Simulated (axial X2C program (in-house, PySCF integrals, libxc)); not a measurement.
## Potential curves of YS, spin-free

All values were computed with an in-house relativistic program for diatomic molecules. Spin-free means the one-electron spin-free X2C Hamiltonian. Basis: Y dyall-cv3z [11s12p9d6f3g], S dyall-av3z [9s8p3d2f] (cores contracted in-house); Gaussian nuclei, density fitting, unrestricted open shells. Masses: Y 88.906 u, S 31.972 u.

State: M_S = 1/2, Λ = 0 (beyond evenly filled blocks: σα). Energies in cm⁻¹ from the fragments at the same level (Y + S). Fits are polynomials in 1 − R0/R over 0.85 to 1.23 times the lowest point R0.

| R (Å) | CCSD |
| --- | --- |
| 2.0648 | -33088 |
| 2.1329 | -36502 |
| 2.2009 | -38533 |
| 2.2690 | -39460 |
| 2.3484 | -39440 |
| 2.4278 | -38514 |
| 2.5299 | -36363 |

Correlated methods: 9 electrons correlated (number of frozen shells: Y 4 s, 3 p, 1 d; S 2 s, 1 p), 309 virtual spin orbitals or spinors in MP2, 89 natural virtuals in coupled cluster.

The state is one determinant whose occupation by symmetry is held fixed; it was picked as the lowest of a PBE0 search that is not exhaustive. De is counted from the lowest determinant-based energies of the atoms at the same level, without counterpoise correction. CCSD ran in a truncated set of natural virtual spinors with an MP2 remainder; without triples it tends to underbind. The outer-core s and p shells of the metal are frozen in the correlated rows, which leaves out core–valence correlation; for alkali and alkaline-earth bonds that tends to lengthen them. With the outer-core shells frozen, correlated bond lengths of heavy atoms tend to come out a few hundredths of an ångström too long. Coupled cluster ran on the points near the minimum only. MP2 and coupled cluster on one determinant become unreliable at the stretched end.

(1) What are Re, ωe and De at the CCSD level?

Results:

(1) At CCSD, spin-free: Re = 2.306 Å, ωe ≈ 488 cm⁻¹, De = 4.91 eV to Y + S; Be follows as 0.135 cm⁻¹.
